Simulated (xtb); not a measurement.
C₄H₅ (SMILES [CH]=CC=C), doublet, from a rough starting geometry; GFN2-xTB (xtb).

Input for xtb:
```
$ xtb mol.xyz --gfn 2 --uhf 1 --opt vtight --json

# file mol.xyz
9

C      0.69317287     2.00787610    -0.00044938
C      0.75679683     0.66846913    -0.02164734
C     -0.42462433    -0.16422212     0.00057632
C     -0.49240170    -1.48303916    -0.02063047
H     -0.21451604     2.58413965     0.01073190
H      1.72447071     0.17131384     0.03112861
H     -1.43248292     0.36997723     0.02194852
H      0.54654977    -2.03659529    -0.04714600
H     -1.36552436    -2.04881841    -0.02275728
```

Q: Write the output that xtb gives for this input, abridged.

A: 
```
   ID    Z sym.   atoms
    1    6 C      1-4
    2    1 H      5-9

           -------------------------------------------------
          |                Calculation Setup                |
           -------------------------------------------------

           -------------------------------------------------
          |                 G F N 2 - x T B                 |
           -------------------------------------------------

          ...................................................
          :                      SETUP                      :
          :.................................................:
          :  # basis functions                  21          :
          :  # atomic orbitals                  21          :
          :  # shells                           13          :
          :  # electrons                        21          :
          :  max. iterations                   250          :
          :  Hamiltonian                  GFN2-xTB          :
          :  restarted?                      false          :
          :  GBSA solvation                  false          :
          :  PC potential                    false          :
          :  electronic temp.          300.0000000     K    :
          :  accuracy                    1.0000000          :
          :  -> integral cutoff          0.2500000E+02      :
          :  -> integral neglect         0.1000000E-07      :
          :  -> SCF convergence          0.1000000E-05 Eh   :
          :  -> wf. convergence          0.1000000E-03 e    :
          :  Broyden damping             0.4000000          :
          :  net charge                          0          :
          :  unpaired electrons                  1          :
          ...................................................

 iter      E             dE          RMSdq      gap      omega  full diag
   1    -11.1157122 -0.111157E+02  0.552E+00    2.42       0.0  T
   2    -11.1294949 -0.137828E-01  0.332E+00    2.39       1.0  T
   3    -11.1271145  0.238042E-02  0.927E-01    2.37       1.0  T
   4    -11.1290880 -0.197346E-02  0.546E-01    2.48       1.0  T
   5    -11.1309009 -0.181296E-02  0.131E-01    2.38       1.0  T
   6    -11.1309784 -0.774643E-04  0.624E-02    2.42       1.0  T
   7    -11.1309937 -0.152619E-04  0.421E-02    2.41       1.0  T
   8    -11.1309975 -0.388372E-05  0.404E-03    2.41       8.3  T
   9    -11.1309976 -0.654786E-07  0.289E-03    2.41      11.5  T
  10    -11.1309977 -0.471655E-07  0.126E-04    2.41     264.9  T
  11    -11.1309977 -0.628333E-10  0.699E-05    2.41     477.1  T

   *** convergence criteria satisfied after 11 iterations ***

         :::::::::::::::::::::::::::::::::::::::::::::::::::::
         ::                     SUMMARY                     ::
         :::::::::::::::::::::::::::::::::::::::::::::::::::::
         :: total energy             -10.929410597908 Eh    ::
         :: gradient norm              0.121460821218 Eh/a0 ::
         :: HOMO-LUMO gap              2.413078340026 eV    ::
         ::.................................................::
         :: SCC energy               -11.130997161881 Eh    ::
         :: -> isotropic ES            0.000936911235 Eh    ::
         :: -> anisotropic ES          0.002079468963 Eh    ::
         :: -> anisotropic XC          0.012137648907 Eh    ::
         :: -> dispersion             -0.003973889178 Eh    ::
         :: repulsion energy           0.201586563973 Eh    ::
         :: add. restraining           0.000000000000 Eh    ::
         :: total charge              -0.000000000000 e     ::
         :::::::::::::::::::::::::::::::::::::::::::::::::::::

      -----------------------------------------------------------
     |                   =====================                   |
     |                        A N C O P T                        |
     |                   =====================                   |
[...]
 * total energy  :   -10.9294106 Eh     change       -0.2316014E-10 Eh
 * total energy  :   -10.9393893 Eh     change       -0.9978750E-02 Eh
 * total energy  :   -10.9413333 Eh     change       -0.1943964E-02 Eh
 * total energy  :   -10.9419071 Eh     change       -0.5737600E-03 Eh
 * total energy  :   -10.9421463 Eh     change       -0.2391804E-03 Eh
 * total energy  :   -10.9422275 Eh     change       -0.8120604E-04 Eh
 * total energy  :   -10.9423074 Eh     change       -0.7995501E-04 Eh
 * total energy  :   -10.9423324 Eh     change       -0.2498523E-04 Eh
 * total energy  :   -10.9423391 Eh     change       -0.6692318E-05 Eh
 * total energy  :   -10.9423406 Eh     change       -0.1514355E-05 Eh
 * total energy  :   -10.9423408 Eh     change       -0.2374867E-06 Eh
 * total energy  :   -10.9423409 Eh     change       -0.5929046E-07 Eh
   *** GEOMETRY OPTIMIZATION CONVERGED AFTER 12 ITERATIONS ***
         :: total energy             -10.942340902095 Eh    ::
[...]
         5        2.0000           -0.5036354             -13.7046
         6        2.0000           -0.4873758             -13.2622
         7        2.0000           -0.4560728             -12.4104
         8        2.0000           -0.4517556             -12.2929
         9        2.0000           -0.4422534             -12.0343
        10        2.0000           -0.3898802             -10.6092
        11        1.0000           -0.3224989              -8.7756 (HOMO)
        12                         -0.2434602              -6.6249 (LUMO)
        13                         -0.1412128              -3.8426
        14                          0.1101064               2.9961
        15                          0.1514840               4.1221
        16                          0.1578977               4.2966
        17                          0.2056779               5.5968
        18                          0.3250480               8.8450
        19                          0.4173670              11.3571
        20                          0.5857568              15.9393
        21                          0.7648997              20.8140
      -------------------------------------------------------------
                  HL-Gap            0.0790387 Eh            2.1508 eV
             Fermi-level           -0.3195845 Eh           -8.6963 eV

     #   Z          covCN         q      C6AA      α(0)
     1   6 C        1.915    -0.108    34.092     9.430
     2   6 C        2.892    -0.024    28.601     8.768
     3   6 C        2.892    -0.018    28.454     8.746
     4   6 C        2.840    -0.087    30.162     9.000
     5   1 H        0.927     0.057     2.234     2.337
     6   1 H        0.925     0.059     2.208     2.323
     7   1 H        0.926     0.036     2.501     2.473
     8   1 H        0.926     0.043     2.405     2.425
     9   1 H        0.926     0.040     2.442     2.444

 Mol. C6AA /au·bohr⁶  :        880.979050
 Mol. C8AA /au·bohr⁸  :      21037.016105
 Mol. α(0) /au        :         47.946193

Wiberg/Mayer (AO) data.
largest (>0.10) Wiberg bond orders for each atom

 ---------------------------------------------------------------------------
     #   Z sym  total        # sym  WBO       # sym  WBO       # sym  WBO
 ---------------------------------------------------------------------------
     1   6 C    3.241 --     2 C    2.003     5 H    0.973     4 C    0.137
     2   6 C    3.988 --     1 C    2.003     3 C    1.030     6 H    0.928
     3   6 C    3.982 --     4 C    1.902     2 C    1.030     7 H    0.966
     4   6 C    3.992 --     3 C    1.902     8 H    0.975     9 H    0.972
                             1 C    0.137
     5   1 H    0.996 --     1 C    0.973
     6   1 H    0.995 --     2 C    0.928
     7   1 H    0.999 --     3 C    0.966
     8   1 H    0.998 --     4 C    0.975
     9   1 H    0.998 --     4 C    0.972
 ---------------------------------------------------------------------------

Topologies differ in total number of bonds
Writing topology from bond orders to xtbtopo.mol

molecular dipole:
                 x           y           z       tot (Debye)
 q only:       -0.060      -0.172      -0.001
   full:       -0.203      -0.223      -0.002       0.766
molecular quadrupole (traceless):
                xx          xy          yy          xz          yz          zz
 q only:        0.533      -0.825       0.193      -0.010       0.013      -0.727
  q+dip:        1.126      -2.715       2.347      -0.034       0.065      -3.473
   full:        0.879      -2.188       0.688      -0.023       0.030      -1.567

optimized geometry written to: xtbopt.xyz

           -------------------------------------------------
          | TOTAL ENERGY              -10.942340902095 Eh   |
          | GRADIENT NORM               0.000020923733 Eh/α |
          | HOMO-LUMO GAP               2.150753219498 eV   |
           -------------------------------------------------

normal termination of xtb
```
